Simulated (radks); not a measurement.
Results of a calculation; reference values are marked as such.
Question: Ionisation of neutral thallium, [Hg] 6p1, to Tl+, [Hg], under several functionals. Scalar-relativistic Kohn-Sham, spin-polarised, spherical densities, finite nucleus; open shells are filled with parallel spins first (spin-orbit coupling, left out, can overturn this in heavy ions); a radial shooting solver on a logarithmic mesh with Libxc functionals. The NIST Atomic Spectra Database gives 6.108 eV (measured). Rank these functionals by the error of their Delta-SCF ionisation energy: MS2 meta-GGA; exchange-only PBE; exchange-only r2SCAN; OLYP; revPBE; RPBE; exchange-only LDA; exchange-only B88; LDA (Slater exchange, Perdew-Zunger correlation); r2SCAN; PBEsol.

Answer: From best to worst: LDA (Slater exchange, Perdew-Zunger correlation) 5.525 eV (-0.583); PBEsol 5.317 eV (-0.791); MS2 meta-GGA 5.289 eV (-0.819); RPBE 5.234 eV (-0.874); revPBE 5.229 eV (-0.880); r2SCAN 5.206 eV (-0.903); OLYP 5.025 eV (-1.083); exchange-only PBE 4.839 eV (-1.269); exchange-only B88 4.786 eV (-1.322); exchange-only LDA 4.721 eV (-1.388); exchange-only r2SCAN 4.510 eV (-1.598). Open shells are spherical and high-spin; term and fine-structure splittings are not resolved. Spin-orbit splitting is averaged out at the scalar-relativistic level.
